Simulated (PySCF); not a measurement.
H8NSi3, SMILES N([SiH2])([SiH3])[SiH3] (connectivity only; charge and spin as stated), charge +1, multiplicity 1.

The structure is a stationary point at PBE-D3(BJ)/def2-SVP. The spin state was assumed, not searched. The isomer is the one that the SMILES or the coordinates give; other isomers of the formula were not compared.

Computed with PBE-D3(BJ)/def2-SVP (PySCF).

Frequencies are harmonic and unscaled.

```tsv
mode	ν (cm⁻¹)	IR (km/mol)	Raman (Å⁴/amu)	depolarisation	moving atoms (share of kinetic energy)
1	53	0.0	0.3	0.75	H 98 %
2	125	0.3	0.1	0.75	H 95 %
3	176	2.7	0.5	0.60	Si 71 %, H 21 %
4	201	0.2	0.3	0.75	Si 72 %, H 21 %
5	234	4.9	1.7	0.75	N 67 %, H 27 %
6	305	0.0	5.9	0.75	H 99 %
7	443	5.3	11.3	0.06	Si 87 %, H 10 %
8	588	6.3	1.3	0.75	H 79 %, Si 15 %
9	600	11.9	1.9	0.75	H 72 %, Si 18 %, N 10 %
10	616	23.0	0.5	0.75	H 84 %, Si 12 %
11	634	0.0	9.9	0.75	H 91 %, Si 9 %
12	669	1.9	20.3	0.64	H 81 %, Si 19 %
13	698	62.6	2.2	0.75	H 76 %, N 16 %, Si 8 %
14	819	428.2	32.0	0.75	N 46 %, H 37 %, Si 17 %
15	881	159.2	16.1	0.53	H 95 %
16	882	0.0	33.5	0.75	H 96 %
17	888	67.7	0.3	0.75	H 96 %
18	891	64.4	4.9	0.75	H 83 %, N 16 %
19	897	18.4	1.5	0.75	H 95 %
20	903	78.5	46.4	0.67	H 96 %
21	921	55.4	7.2	0.36	H 91 %
22	1077	152.6	61.1	0.14	N 73 %, Si 21 %
23	2202	28.4	0.1	0.75	H 99 %
24	2204	1.1	380.6	0.00	H 99 %
25	2220	0.9	234.1	0.06	H 98 %
26	2231	17.7	48.8	0.75	H 96 %
27	2233	47.2	129.0	0.46	H 96 %
28	2234	0.0	9.3	0.75	H 95 %
29	2238	55.9	162.6	0.75	H 95 %
30	2277	6.7	74.8	0.75	H 95 %
```
